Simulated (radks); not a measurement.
The numbers below are computed, except where a source is named.
These are the eigenvalues of the occupied orbitals of an atom or ion with whole-number occupations (eV). Code: a radial shooting solver on a logarithmic mesh with Libxc functionals. Model: scalar-relativistic Kohn-Sham, exchange-only LDA, spin-polarised, spherical densities, finite nucleus; Fermi nuclear charge, rms radius of each element as measured or else 0.836 A^(1/3) + 0.57 fm.

1s up: -21967.95
1s down: -21967.67
2s up: -3211.623
2s down: -3210.642
2p up: -2884.797
2p down: -2883.921
3s up: -614.6253
3s down: -613.7022
3p up: -507.2667
3p down: -506.2563
3d up: -334.0214
3d down: -332.7938
4s up: -135.2026
4s down: -129.6152
4p up: -104.2337
4p down: -98.4667
4d up: -58.7271
5p up: -34.7570

Which element is it, and in what charge state? The configuration may be excited. Open shells, if any, are filled with parallel spins first.

Answer. Z = 44, ruthenium, charge +4: Ru4+ in [Ar] 3d10 4s2 4p5 4d4 5p1. The list shows which subshells hold electrons but not how many an open one holds; the 1s level, -807.31 hartree, gives Z - s = 40.2 by -(Z - s)^2/2, which with screening and relativity narrows Z to a few neighbours, and the depths of the outer levels then fix element, charge and occupations together.
